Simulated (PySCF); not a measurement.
Nuclear quadrupole coupling in `CSc1cccc(C(=O)F)c1`

C₈H₇FOS.
Numbering: `[CH3:1][S:2][c:3]1[cH:4][cH:5][cH:6][c:7]([C:8](=[O:9])[F:10])[cH:11]1` (hydrogens: H12, H13, H14 on C1; H15 on C4; H16 on C5; H17 on C6; H18 on C11)

Cartesian coordinates in Å at the GFN2-xTB level; atoms count from 1:
```
atom  x, y, z in Å
C1     2.921    1.159   -0.214
S2     2.554   -0.608   -0.029
C3     0.798   -0.667    0.092
C4     0.226   -1.933    0.251
C5    -1.142   -2.077    0.362
C6    -1.972   -0.970    0.311
C7    -1.406    0.293    0.147
C8    -2.218    1.507    0.076
O9    -1.869    2.632   -0.057
F10   -3.557    1.244    0.179
C11   -0.022    0.447    0.039
H12    4.003    1.225   -0.272
H13    2.478    1.537   -1.131
H14    2.564    1.705    0.654
H15    0.875   -2.795    0.286
H16   -1.565   -3.062    0.489
H17   -3.041   -1.077    0.398
H18    0.366    1.445   -0.085
```

Field gradients from the PBE0/pcSseg-1 density (PySCF, non-relativistic), principal values in atomic units, ordered |Vxx| ≤ |Vyy| ≤ |Vzz|:

| atom | Vxx | Vyy | Vzz |
| --- | --- | --- | --- |
| S2 | 0.3596 | 2.4253 | -2.7849 |
| O9 | 0.5068 | 1.0338 | -1.5406 |

Q: Find the asymmetry η = (Vxx − Vyy)/Vzz and the couplings χ = eQV/h (234.96 MHz × Q in barn × V in au), with Q(33S) = −0.0678 b, Q(17O) = −0.0256 b.

A: 
| atom | environment | nucleus | η | χzz (MHz) | χxx (MHz) | χyy (MHz) |
| --- | --- | --- | --- | --- | --- | --- |
| S2 | sulfide sulfur | 33S | 0.74 | 44.37 | -5.73 | -38.64 |
| O9 | carbonyl oxygen | 17O | 0.34 | 9.27 | -3.05 | -6.22 |

The tensor is traceless: Vxx + Vyy + Vzz = 0.

Q: What is Vzz at O9 in SI units (1 au = 9.71736 × 10²¹ V/m²)?

A: -1.5406 au = -14.970 × 10²¹ V/m².

Q: What couplings would deuterons (Q(2H) = 0.00286 b) have in place of the hydrogens, at this geometry?

A: 
| atom | bonded to | bond length (Å) | Vzz (au) | η | χzz (kHz) |
| --- | --- | --- | --- | --- | --- |
| H12 | C1 | 1.086 | 0.3150 | 0.05 | 212 |
| H13 | C1 | 1.086 | 0.3123 | 0.02 | 210 |
| H14 | C1 | 1.086 | 0.3124 | 0.02 | 210 |
| H15 | C4 | 1.079 | 0.3234 | 0.08 | 217 |
| H16 | C5 | 1.079 | 0.3265 | 0.06 | 219 |
| H17 | C6 | 1.078 | 0.3243 | 0.05 | 218 |
| H18 | C11 | 1.078 | 0.3229 | 0.07 | 217 |

One conformer (not necessarily the lowest) at the GFN2-xTB geometry, without solvent, vibrations or thermal averaging. GFN2-xTB bond lengths can be off by several hundredths of an ångström, more for odd bonds, and the gradients follow them. With a basis this small, the couplings can be 20 % off.
